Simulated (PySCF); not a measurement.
GaFBr₂, SMILES [F][Ga]([Br])[Br].

Geometry: ωB97X-D3(BJ)/def2-SVP. The structure was generated by enumeration; whether it is a known compound was not checked.

Computed with PBE/def2-TZVP run with PySCF.

Isolated molecule, no solvent.

```yaml
total_energy: -7172.05443 hartree
point_group: C2v
highest_occupied_level: -7.69 eV
lowest_empty_level: -3.06 eV
orbital_gap: 4.64 eV
dipole_moment: 1.09 D
quadrupole, principal values (traceless, Buckingham form, about the centre of nuclear charge): -6.62, 1.43, 5.19 D·Å
mean_static_polarisability: 66.1 bohr³ (9.80 Å³)
polarisability_principal_values: 47.2, 60.6, 90.7 bohr³
```
